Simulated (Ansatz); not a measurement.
Reaction (atomization): `[CH3][SnH]([Cl])[O][SiH3]` → C• + Cl• + 7 H• + O• + Si• + Sn•

Program: Ansatz. Geometries: PBE0-D4/def2-TZVP. ΔE: electronic, gas phase. CCSD(T)/CBS adds triple-zeta CCSD(T) − MP2 to the extrapolated MP2 energy (def2 sets, frozen cores). This one scheme is used for every species, atoms too. For atomizations the MP2-based limit and the directly extrapolated one differ by several kJ/mol either way, and by 10 to 25 for some Ge, Se and Sn compounds, so smaller differences from it don't rank the levels. DFT in def2-TZVPP. B3LYP here is the variant with VWN-RPA as its local correlation; programs differ in this. HSE06 is defined as in plane-wave codes. Open shells (•) are unrestricted, without spin–orbit coupling. Spin–orbit coupling would lower the free atoms: a little for C, Cl, O, Si; strongly for Sn. Elements past krypton have def2 core potentials. For Sn outer-core shells are correlated without core-valence functions, so the limit isn't a true one: a few kJ/mol of doubt a bond, and 10 to 20 or more in all where bonds break to atoms. Each species was taken in one conformer, which may not be the lowest.

```csv
level,ΔE (eV),difference from CCSD(T)/CBS
LDA (SPW92),45.67,4.65
PBE-D4,40.63,-0.39
revPBE-D4,39.73,-1.29
BLYP-D4,40.17,-0.85
r2SCAN-D4,40.66,-0.36
B97M-V,41.05,0.03
PBE0-D4,40.21,-0.81
B3LYP-D4,40.43,-0.59
r2SCANh-D4,40.44,-0.58
r2SCAN0-D4,40.12,-0.90
HSE06-D4,40.22,-0.80
BHLYP-D4,39.69,-1.33
CAM-B3LYP-D4,40.71,-0.31
ωB97X-V,40.94,-0.08
ωB97M-V,40.71,-0.31
B2PLYP,40.05,-0.97
PBE-QIDH,40.20,-0.82
PBE,40.32,-0.70
revPBE,38.95,-2.07
BLYP,39.53,-1.49
r2SCAN,40.58,-0.44
PBE0,39.94,-1.08
r2SCANh,40.35,-0.67
r2SCAN0,40.03,-0.99
BHLYP,39.26,-1.76
CAM-B3LYP,40.43,-0.59
LC-ωPBE,40.18,-0.84
HF/def2-SVP,29.59,-11.43
MP2/def2-SVP,38.11,-2.91
CCSD/def2-SVP,37.49,-3.53
HF/def2-TZVPP,30.04,-10.98
SCS-MP2/def2-TZVPP,40.08,-0.94
CCSD/def2-TZVPP,39.26,-1.76
CCSD(T)/def2-TZVPP,39.81,-1.21
HF/def2-QZVPP,30.15,-10.87
MP2/def2-QZVPP,40.81,-0.21
SCS-MP2/def2-QZVPP,40.90,-0.12
HF/CBS(def2),30.17,-10.85
MP2/CBS(def2),41.28,0.26
CCSD/CBS(def2),40.48,-0.54
CCSD(T)/CBS,41.02,0
```

Largest T1 diagnostic among the species: 0.012.

From PBE to PBE0 (25 % exact exchange), in def2-TZVPP and without D4, ΔE moves by −0.38 eV: exact exchange takes away binding that semilocal exchange gives to molecules. In def2-TZVPP, CCSD(T) changes the Hartree–Fock value by +9.77 eV (the triples alone add +0.55 eV) and MP2 by +10.03 eV; breaking electron pairs costs correlation energy, which Hartree–Fock lacks. At CCSD(T), def2-SVP lies −3.19 eV from the extrapolated value and def2-TZVPP −1.21 eV: correlation converges slowly with the basis, and small sets miss more of it in the bonded molecule than in its fragments.
